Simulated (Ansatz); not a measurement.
Job for Ansatz (a program for electronic structure): R-wB97X-V/def2-TZVPP on H6OSi2 (SMILES [SiH3]O[SiH3]), a point of a torsion scan.

Ansatz 0.2 input:
```yaml
crystal:
  periodic: [false, false, false]
  atoms:
    - {symbol: Si, position_ang: [1.60081641, -0.19941003, 0.11963117]}
    - {symbol: O, position_ang: [-0.00394410, -0.13203429, -0.05686561]}
    - {symbol: Si, position_ang: [-1.61313981, -0.08533827, -0.19571432]}
    - {symbol: H, position_ang: [2.08026552, -1.22993521, -0.79926493]}
    - {symbol: H, position_ang: [2.11369801, 1.12580741, -0.22217661]}
    - {symbol: H, position_ang: [1.85990905, -0.54553368, 1.51594483]}
    - {symbol: H, position_ang: [-2.11292187, -1.39066012, 0.23194403]}
    - {symbol: H, position_ang: [-1.90131362, 0.17968432, -1.60380281]}
    - {symbol: H, position_ang: [-2.07956943, 0.99245055, 0.67445019]}
basis:
  gaussian:
    orbitals: def2-TZVPP
hamiltonian:
  xc: {name: wB97X-V}
scf: {lower_state_search: off}
```

It printed:

```
WARN ansatz: RAYON_NUM_THREADS=2 ignored (pool sized by the plan → 2); use --threads N
Functional definition: wB97X-V
these checks for a lower state are left out or cut short: stability, starts, cluster_reference, orbital_swaps, neighbouring_geometries, increment
integrals: 0.15 GiB planned
1087 factors; their error is unknown
integrals: 0.18 GiB planned
257 factors; integrals over basis functions are off by at most 1.1e-5 eV
mean field: 1.19 GiB planned
mean field evaluation 1: about -17896.4152 eV, gradient 4.8e1 eV
mean field evaluation 2: about -17895.0283 eV, gradient 5.7e1 eV
mean field evaluation 4: about -17900.1525 eV, gradient 2.7e-1 eV
mean field evaluation 8: about -17900.1735 eV, gradient 1.6e-1 eV
mean field evaluation 16: about -17900.1735 eV, gradient 4.5e-6 eV
mean field -17900.17354347 eV, -657.8192445492 hartree, gradient 4.5e-6 eV, S^2 0.000000; 0 other end points of the search recorded, 0 dependent functions left out
reference -17900.17354116 eV, -657.8192444644 hartree; 21, 21 occupied and 178, 178 virtual orbitals, 1087 factors
Total energy: -17900.17354116 eV, -657.8192444644 hartree
Checks for a lower state left out: stability, starts, cluster_reference, orbital_swaps, neighbouring_geometries, increment
```

The calculation finished and met its thresholds.

Cost: roughly 4 core-seconds.
